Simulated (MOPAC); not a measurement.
Input for MOPAC: PM6 on FH3S (a complex).

```
PM6 1SCF PRECISE CHARGE=0 THREADS=1
FH3S

F      0.00360347 1    -0.14085454 1    -0.34291483 1
H      0.12754265 1    -0.35383949 1     0.56339649 1
S      0.30147235 1    -0.70276276 1     2.77094753 1
H     -1.00857734 1    -0.49894135 1     2.98969856 1
H      0.61025339 1     0.57805279 1     3.03505581 1
```

The log:

```
*******************************************************************************
 **                                                                           **
 **                              MOPAC v23.2.5                                **
 **                                                                           **
 *******************************************************************************
 ** MOPAC's Digital Object Identifier: https://doi.org/10.5281/zenodo.6511958 **
 **                                                                           **
 ** Please cite the open-source release paper for use of this MOPAC version:  **
 ** J. E. Moussa and J. J. P. Stewart (2026)                                  **
 ** MOPAC: An open-source semiempirical molecular orbital program             **
 ** J. Open Source Softw., 11(119), 8025, https://doi.org/10.21105/joss.08025 **
 *******************************************************************************

                              PM6 CALCULATION RESULTS

 *******************************************************************************
 *  PM6        - The PM6 Hamiltonian to be used
 *
 *
 *
 *                 CHARGE ON SYSTEM = 0
 *
 *
 *
 *  PRECISE    - TIGHTER CRITERIA TO BE USED
 *  1SCF       - DO 1 SCF AND THEN STOP
 *  THREADS=1  - MULTI-THREADING NOT USED
 *  T=         - A TIME OF 172800.0 SECONDS REQUESTED
 *  DUMP=N     - RESTART FILE WRITTEN EVERY 7200.0 SECONDS REQUESTED
 *******************************************************************************
PM6 1SCF PRECISE CHARGE=0 THREADS=1
 FH3S

   ATOM   CHEMICAL          X               Y               Z
  NUMBER   SYMBOL      (ANGSTROMS)     (ANGSTROMS)     (ANGSTROMS)

     1       F          0.00360347  *  -0.14085454  *  -0.34291483  *
     2       H          0.12754265  *  -0.35383949  *   0.56339649  *
     3       S          0.30147235  *  -0.70276276  *   2.77094753  *
     4       H         -1.00857734  *  -0.49894135  *   2.98969856  *
     5       H          0.61025339  *   0.57805279  *   3.03505581  *



          CARTESIAN COORDINATES

    NO.       ATOM           X           Y           Z

     1         F          0.0036     -0.1409     -0.3429
     2         H          0.1275     -0.3538      0.5634
     3         S          0.3015     -0.7028      2.7709
     4         H         -1.0086     -0.4989      2.9897
     5         H          0.6103      0.5781      3.0351

 General Reference for PM6:
 "Optimization of Parameters for Semiempirical Methods V: Modification of NDDO Approximations
 and Application to 70 Elements", J. J. P. Stewart, J. Mol. Mod., 13, 1173-1213 (2007)
 URL: https://link.springer.com/article/10.1007/s00894-007-0233-4

           Empirical Formula: H3 F S  =     5 atoms



      MOLECULAR POINT GROUP   :   Cs


      RHF CALCULATION, NO. OF DOUBLY OCCUPIED LEVELS = 8


 -------------------------------------------------------------------------------
 PM6 1SCF PRECISE CHARGE=0 THREADS=1
 FH3S



     1SCF WAS SPECIFIED, SO BFGS WAS NOT USED
     SCF FIELD WAS ACHIEVED


                              PM6 CALCULATION
                                                       MOPAC v23.2.5 Linux




          FINAL HEAT OF FORMATION =        -65.50417 KCAL/MOL =    -274.06943 KJ/MOL


          COSMO AREA              =         87.49 SQUARE ANGSTROMS
          COSMO VOLUME            =         66.81 CUBIC ANGSTROMS

          IONIZATION POTENTIAL    =          9.997836 EV
          HOMO LUMO ENERGIES (EV) =         -9.998 -0.106
          NO. OF FILLED LEVELS    =          8
          MOLECULAR WEIGHT        =         54.0821         POINT GROUP:  Cs

          MOLECULAR DIMENSIONS (Angstroms)

            Atom       Atom       Distance
            H     5    F     1     3.50650
            H     4    H     5     1.86709
            H     5    S     3     0.87378


          SCF CALCULATIONS        =          1





   ATOM   CHEMICAL          X               Y               Z
  NUMBER   SYMBOL      (ANGSTROMS)     (ANGSTROMS)     (ANGSTROMS)

     1       F          0.00360347  *  -0.14085454  *  -0.34291483  *
     2       H          0.12754265  *  -0.35383949  *   0.56339649  *
     3       S          0.30147235  *  -0.70276276  *   2.77094753  *
     4       H         -1.00857734  *  -0.49894135  *   2.98969856  *
     5       H          0.61025339  *   0.57805279  *   3.03505581  *

                             CARTESIAN COORDINATES

   1    F        0.003603470    -0.140854540    -0.342914830
   2    H        0.127542650    -0.353839490     0.563396490
   3    S        0.301472350    -0.702762760     2.770947530
   4    H       -1.008577340    -0.498941350     2.989698560
   5    H        0.610253390     0.578052790     3.035055810


           Empirical Formula: H3 F S  =     5 atoms



      MOLECULAR POINT GROUP   :   Cs


                  EIGENVALUES
 -40.25140 -30.80379 -16.90186 -15.35150 -15.35013 -15.01737 -12.29850  -9.99784
  -0.10612   0.66260   1.50441   1.58480   1.60509   2.50413   3.31680   4.99963


              NET ATOMIC CHARGES AND DIPOLE CONTRIBUTIONS

  ATOM NO.   TYPE          CHARGE      No. of ELECS.   s-Pop       p-Pop       d-Pop
    1          F          -0.310691        7.3107     1.96207     5.34862
    2          H           0.288824        0.7112     0.71118
    3          S          -0.351851        6.3519     1.91630     4.28812     0.14743
    4          H           0.186878        0.8131     0.81312
    5          H           0.186839        0.8132     0.81316
 DIPOLE           X         Y         Z       TOTAL
 POINT-CHG.    -0.696     0.978     2.018     2.348
 HYBRID         0.171    -0.267     0.286     0.427
 SUM           -0.525     0.711     2.303     2.467


          ATOMIC ORBITAL ELECTRON POPULATIONS

     Atom    s        px        py        pz      x^2-y^2     xz        z^2       yz        xy
    1  F   1.96207   1.98858   1.96630   1.39374
    2  H   0.71118
    3  S   1.91630   1.13586   1.23638   1.91588   0.08300   0.00638   0.03337   0.01034   0.01434
    4  H   0.81312
    5  H   0.81316

 **********************
 *                    *
 * JOB ENDED NORMALLY *
 *                    *
 **********************




 == MOPAC DONE ==
```

The run finished.

Cost: about 0.020 core-seconds (a rough figure).
